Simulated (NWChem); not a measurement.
CH3BClFO; SMILES COB(F)Cl

Program: NWChem. Pople sets run with spherical d functions. Each level has its own optimisation; frequencies are unscaled. One conformer.

| level | r B–F (Å) | r B–Cl (Å) | r B–O (Å) | r C–O (Å) | highest harmonic frequency (cm⁻¹) | lowest (cm⁻¹) | zero-point energy (kcal/mol) | dipole (D) |
|---|---|---|---|---|---|---|---|---|
| B3LYP/3-21G | 1.346 | 1.824 | 1.355 | 1.469 | 3157 | 80 | 32.2 | 3.05 |
| PBE/def2-SVP | 1.332 | 1.780 | 1.345 | 1.420 | 3067 | 64 | 31.1 | 2.31 |
| B3LYP/6-31G* | 1.325 | 1.784 | 1.337 | 1.425 | 3155 | 26 | 32.3 | 2.47 |
